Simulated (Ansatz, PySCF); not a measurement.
This triplet is an excited state, 0.49 eV above the relaxed singlet at the level frozen-core CCSD(T)/cc-pVTZ // B3LYP-D3(BJ)/def2-TZVP (Ansatz, an electronic-structure program).

B3LYP has the VWN-RPA correlation part, as in Gaussian. 

Z-matrix (Å, degrees):
```
B
H 1 1.1825
H 1 1.1862 2 131.51
Ge 1 2.0418 2 116.22 3 179.98
F 4 1.7625 1 112.24 2 -179.97
```
Charge 0, spin multiplicity 3.

Task: What is the computed dipole moment, highest occupied spin orbital and total energy (PySCF with B3LYP-D3(BJ)/def2-TZVP)?

Result: 
| Item | Result |
|---|---|
| dipole moment | 1.76 D |
| highest occupied spin orbital | -6.10 eV |
| total energy | -2202.9617 Ha |
